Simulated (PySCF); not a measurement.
C2H5NO2Si2.
SMILES with atom numbers: `[N:1]#[C:2][Si@@H:3]1[CH2:4][O:5][SiH2:6][O:7]1` (hydrogens: H8 on Si3; H9, H10 on C4; H11, H12 on Si6)

Method: PySCF 2.14.0, PBE0-D3(BJ)/def2-SVP geometry optimisation, gas phase; density fitting, grid level 1; the optimiser is geomeTRIC in internal coordinates, started from a GFN2-xTB structure with every atom displaced at random (about 0.01 Å).

Step 0: E = -23470.9033 eV
```
atom  x, y, z in Å  |  force x, y, z in eV/Å
N1     -3.2821    0.3287    1.2628   -3.901  -0.931   1.822
C2     -2.2803    0.5546    0.7958    3.866   1.130  -1.909
Si3    -0.6462    0.9281   -0.0012    0.414  -0.693  -0.302
C4     -0.1171   -0.4635   -1.2310   -1.643  -0.739   0.639
O5      1.0530   -1.0442   -0.7573    0.509  -0.579  -0.567
Si6     1.6575   -0.5239    0.6701   -0.056   0.029   0.666
O7      0.5769    0.6552    1.0650   -0.436   0.816   0.849
H8     -0.5327    2.2972   -0.5025   -0.400   0.411  -0.139
H9      0.0342   -0.0960   -2.2215    0.122   0.476  -1.253
H10    -0.8995   -1.2652   -1.2886    0.173   0.509  -0.098
H11     2.9243    0.1387    0.4861    1.009   0.066  -0.002
H12     1.5518   -1.5381    1.7133    0.345  -0.495   0.294
```

Q: Estimate the geometry and energy of step 1. (The exact step hangs on the optimiser's Hessian estimate; all steps are aligned on step 0, rigid shifts and turns removed.)

A: E = -23471.1844 eV, largest force 0.573 eV/Å
```
atom  x, y, z in Å  |  force x, y, z in eV/Å
N1     -3.3204    0.3709    1.2543    0.341   0.145  -0.202
C2     -2.2910    0.6162    0.7713   -0.373  -0.321   0.295
Si3    -0.6337    0.9159   -0.0072   -0.129   0.002  -0.169
C4     -0.1487   -0.4700   -1.2407    0.349   0.138  -0.112
O5      1.0595   -1.0495   -0.7454   -0.273   0.119  -0.087
Si6     1.6790   -0.5178    0.7134   -0.008   0.066   0.038
O7      0.5715    0.6960    1.1145    0.242  -0.141  -0.042
H8     -0.7354    2.2902   -0.5547    0.175   0.032   0.008
H9      0.0235   -0.0714   -2.2639   -0.017  -0.060   0.252
H10    -0.9303   -1.2381   -1.3323   -0.073  -0.107   0.048
H11     3.0517    0.0342    0.5563   -0.082   0.087  -0.054
H12     1.7140   -1.6049    1.7253   -0.150   0.038   0.025
```

The energy changes by -0.2811 eV. The first-order estimate −F·Δx gives -0.7162 eV and the mean of the old and new forces, exact on a quadratic surface, -0.2826 eV. The step makes an angle of 74° with the force vector and moves no atom by more than 0.209 Å.

What follows is the cost of the whole optimisation. Time: 57 s wall; peak memory 0.52 GiB. Hardware: one thread, Arm Neoverse V2 (aarch64) (shared host).
